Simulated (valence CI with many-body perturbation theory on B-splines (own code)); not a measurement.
**Valence orbitals of Nd21+**

Calculated by configuration interaction combined with many-body perturbation theory (CI+MBPT): three valence electrons over a frozen Dirac-Fock core [Kr], radial functions for each j: 7 s, 7 p, 8 d, 6 f, 4 g, 1 h, with the one-electron correlation potential Σ1, the two-electron term Σ2, the three-electron term Σ3, Breit, model QED; selected CI, second order for the rest, scaled by the run's own slope (own B-spline code, finite nucleus).

No measured levels were compared; by estimate terms of the open shell hold to 2 to 4 % of their energy, and close levels can change places. The list stops below the first excitations out of the core.

These are the spectroscopic orbitals of the CI (the correlating ones are not listed), shaped by the core and the other valence electrons. h is the expectation value of the core's Dirac-Fock operator, without the valence repulsion; Σ1 is computed up to l = 3 at one energy for each symmetry, that of its lowest orbital but kept below the first core excitation, so for empty shells it is not the orbital's own correlation shift; Breit and QED include the response of the core.

| Orbital | h (hartree) | Σ1 (cm⁻¹) | Breit (cm⁻¹) | QED (cm⁻¹) | ⟨r⟩ (bohr) |
| --- | --- | --- | --- | --- | --- |
| 5s1/2 | -18.141 | -10774 | 1494 | 1200 | 1.048 |
| 6s1/2 | -11.499 | -4032 | 760 | 612 | 1.648 |
| 7s1/2 | -7.96 | -2038 | 433 | 352 | 2.387 |
| 5p1/2 | -17.065 | -10100 | 2322 | -50.5 | 1.079 |
| 6p1/2 | -10.94 | -4003 | 1215 | -25.3 | 1.697 |
| 7p1/2 | -7.6323 | -2077 | 706 | -14.4 | 2.455 |
| 5p3/2 | -16.661 | -9307 | 1395 | 71.1 | 1.108 |
| 6p3/2 | -10.734 | -3772 | 738 | 38.1 | 1.731 |
| 7p3/2 | -7.5121 | -1975 | 458 | 22.5 | 2.495 |
| 4d3/2 | -26.213 | -20415 | 2232 | -342 | 0.6068 |
| 5d3/2 | -14.891 | -8557 | 900 | -106 | 1.155 |
| 6d3/2 | -9.8093 | -3889 | 479 | -54.8 | 1.820 |
| 4d5/2 | -26.002 | -19975 | 1083 | -217 | 0.6128 |
| 5d5/2 | -14.807 | -8473 | 481 | -60.6 | 1.162 |
| 6d5/2 | -9.7649 | -3854 | 259 | -30.9 | 1.829 |
| 4f5/2 | -21.202 | -38483 | -23.6 | -235 | 0.6104 |
| 5f5/2 | -12.915 | -8481 | 89.0 | -77.9 | 1.212 |
| 4f7/2 | -21.165 | -36141 | -569 | -202 | 0.6125 |
| 5f7/2 | -12.898 | -8352 | -130 | -64.2 | 1.214 |
| 5g7/2 | -11.725 |  | -79.6 | -23.7 | 1.184 |
| 5g9/2 | -11.722 |  | -113 | -19.6 | 1.185 |

Among the shells of the start configuration 4d3, Σ1 is largest in size for 4d3/2, where it is 0.35 % of h.

Lowest root of each symmetry, sizes in configuration state functions:

```
   J  Parity  Roots  Reference  Variational  Second order  Change by selected CI (cm⁻¹)  Change by second order (cm⁻¹)
 1/2    even      3         81         3172          5268                         -2190                             -1
 3/2    even      6        139         5469          9484                         -1808                             -1
 5/2    even      6        163         6608         13601                         -1439                              0
 7/2    even      4        151         5995         16632                         -1682                             -1
 9/2    even      4        124         5088         10737                         -2064                             -2
11/2    even      1         81         2911          9424                         -2479                             -2
 1/2     odd      8         67         5390          6996                         -2759                              0
 3/2     odd     14        117         9330         13162                         -2519                              0
 5/2     odd     17        133        11329         18009                         -2506                              0
 7/2     odd     17        124        10899         22053                         -1714                              0
 9/2     odd     14         95        10233         18670                         -1762                              0
11/2     odd      9         62         6615         12425                         -1728                              0
13/2     odd      5         31         4495         10311                         -1556                              0
15/2     odd      2         14         2802          4361                         -1760                              0
```
